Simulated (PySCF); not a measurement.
C2H5ClOSi, SMILES C=C[Si@H](O)Cl.

Coordinates come from a PBE0-D3(BJ)/def2-SVP optimisation. The structure was generated by enumeration; whether it is a known compound was not checked. The values are those of a single conformer.

Method: PBE0-D3(BJ)/def2-SVP run with PySCF 2.14.0.

Frequencies are harmonic and unscaled.

| mode | ν (cm⁻¹) | IR (km/mol) | moving atoms (share of kinetic energy) |
|---|---|---|---|
| 1 | 83 | 3.3 | C 46 %, H 32 %, Cl 14 % |
| 2 | 152 | 4.1 | C 26 %, H 23 %, O 21 %, Cl 17 %, Si 13 % |
| 3 | 193 | 8.3 | H 42 %, O 26 %, C 20 % |
| 4 | 254 | 21.3 | H 42 %, C 18 %, Cl 17 %, Si 12 %, O 11 % |
| 5 | 295 | 89.9 | H 45 %, O 33 %, Si 9 %, Cl 8 % |
| 6 | 395 | 26.8 | C 32 %, H 26 %, Si 21 %, O 12 %, Cl 9 % |
| 7 | 516 | 39.7 | H 37 %, C 26 %, Cl 18 %, Si 14 % |
| 8 | 564 | 95.5 | Si 35 %, H 31 %, Cl 20 %, C 12 % |
| 9 | 691 | 43.5 | C 44 %, Si 27 %, H 25 % |
| 10 | 778 | 61.4 | H 79 %, O 19 % |
| 11 | 823 | 223.5 | H 84 %, Si 11 % |
| 12 | 873 | 215.2 | H 83 %, Si 8 % |
| 13 | 922 | 59.8 | O 42 %, Si 37 %, H 20 % |
| 14 | 1004 | 28.4 | H 77 %, C 19 % |
| 15 | 1006 | 23.4 | H 74 %, C 24 % |
| 16 | 1043 | 15.2 | H 93 % |
| 17 | 1269 | 1.7 | H 71 %, C 28 % |
| 18 | 1414 | 20.3 | H 85 %, C 15 % |
| 19 | 1684 | 13.2 | C 87 %, H 13 % |
| 20 | 2298 | 109.5 | H 97 % |
| 21 | 3142 | 9.4 | H 95 % |
| 22 | 3173 | 0.6 | H 91 %, C 9 % |
| 23 | 3241 | 3.6 | H 89 %, C 11 % |
| 24 | 3926 | 102.3 | H 94 % |
